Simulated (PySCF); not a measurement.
**Excitation energy of Tb²⁺ by level of theory**

Tb²⁺ [Xe] 4f9 (high-spin determinant) → Tb²⁺ [Xe] 4f8 6p1 (high-spin determinant), as a difference of total energies. All numbers are calculated (PySCF 2.14, the spin-free X2C one-electron Hamiltonian (Gaussian nucleus), in x2c-TZVPPall (11s7p7d4f2g, 113 functions)). Correlated levels: valence: [Kr] 4d10 frozen; valence and next inner shell: [Ar] 3d10 frozen. The calculations carry no spin-orbit coupling.

| method | excitation energy (cm⁻¹) |
| --- | --- |
| UHF | 22807 |
| LDA | 62753 |
| PBE | 60864 |
| PBE0 | 53486 |
| r2SCAN | 56582 |
| MP2 (valence) | 49865 |
| SCS-MP2 (valence) | 49112 |
| MP2 (valence and next inner shell) | 52977 |
| SCS-MP2 (valence and next inner shell) | 50788 |

A first-order spin-orbit estimate (lowest level to lowest level, LS coupling) adds 0.352 eV.

The basis was made for the ground configuration and has no added diffuse functions, so the excitation energy can come out too high.

The determinant of the upper state and of the lower state mixes LS terms, which raises its energy above the lowest term, most at the Hartree-Fock and MP2 levels.
